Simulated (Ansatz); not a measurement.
Ge₁₃F₂₀, relaxed as a singlet with RKS PBE-D4/def2-SVP in Ansatz, starting from a model built from a lattice or polyhedron. Force threshold 0.03 eV/Å.

Single mean-field runs in def2-SVP are fitted with def2-universal-jkfit.

Start:

```xyz
33

Ge   -3.0675    0.0204    1.8995
Ge    3.5899    1.2665    0.3857
Ge   -0.2450    2.4459    0.4386
Ge    0.7480   -1.1559    1.8507
Ge   -1.8932   -2.8539   -0.5932
Ge    0.9118   -0.4201   -2.0820
Ge   -2.9036    0.7429   -2.0083
Ge    3.0885   -0.4257    2.0743
Ge   -0.7406    0.7564    2.1934
Ge   -3.3960   -0.9478   -0.3128
Ge    3.2089    0.3311   -1.8527
Ge   -0.6006    1.4878   -1.8163
Ge    0.4098   -2.1193   -0.3492
F    -4.1850    1.4428    2.1392
F    -3.4424   -1.2145    3.1762
F     5.2784    1.8325    0.5540
F     2.4693    2.6848    0.5795
F    -1.3394    3.8633    0.6551
F     1.4286    2.9915    0.6109
F     0.3791   -2.3847    3.1223
F    -2.2563   -4.0845    0.6480
F    -2.1283   -3.5668   -2.2293
F     0.6864   -1.1140   -3.7182
F    -3.9992    2.1575   -1.8210
F    -3.1361    0.0279   -3.6554
F     3.3132    0.3274    3.7226
F     4.1721   -1.8264    1.8789
F    -0.5191    1.4953    3.7997
F    -5.1072   -1.4742   -0.4995
F     3.6045    1.5476   -3.1022
F     4.3367   -1.0877   -2.0680
F    -0.1991    2.7577   -3.0414
F     1.5334   -3.5038   -0.5791
```

(1) Estimate the energy that the relaxation releases and the steps that it takes.

(2) Does the start keep its bonding?

(3) Predict the relaxed structure.

Results:

(1) 427.4 kcal/mol, in 22 steps; 65 s on 11 threads of AMD EPYC 7R13 on a shared host and a whole NVIDIA H100 80GB HBM3. The force fell under the threshold at step 20, but the optimiser went on. No frequencies were taken in this run, so the end may be a saddle point.

(2) Bonds lost: F17–F19 (atoms count from 1).

(3) 
```xyz
33

Ge   -2.9637    0.1614    2.1118
Ge    3.7708    0.8308    0.3092
Ge   -0.5239    2.3976    0.4197
Ge    0.8961   -1.1052    1.9661
Ge   -1.9668   -2.5138   -0.5434
Ge    1.0675   -0.3479   -2.1531
Ge   -2.7833    0.9420   -2.1482
Ge    3.3157   -0.6408    2.2758
Ge   -0.5753    0.8382    2.3502
Ge   -3.4496   -0.5193   -0.2391
Ge    3.4976    0.1607   -2.0821
Ge   -0.3951    1.6271   -1.9366
Ge    0.4572   -1.9294   -0.3365
F    -4.1051    1.2751    2.8219
F    -3.1655   -1.3478    2.9917
F     4.5744    2.3499    0.6225
F     1.9762    1.3068    0.3216
F    -2.3431    2.5180    0.3648
F     0.0347    4.0207    0.7422
F     0.4232   -2.4210    3.0432
F    -2.2945   -3.7634    0.6380
F    -2.1848   -3.2683   -2.1076
F     0.7010   -1.1877   -3.6615
F    -3.8822    2.2485   -2.5132
F    -2.8864   -0.1592   -3.5158
F     3.7206    0.1683    3.7707
F     4.2929   -2.0891    2.2325
F    -0.1865    1.6716    3.8507
F    -5.1241   -1.0366   -0.4042
F     4.0092    1.4409   -3.1558
F     4.4896   -1.2230   -2.4773
F     0.0997    2.9339   -3.0065
F     1.5037   -3.3390   -0.5515
```
Bond lengths: 20 × F–Ge 1.75 to 1.86 Å; 16 × Ge–Ge 2.47 to 2.50 Å.
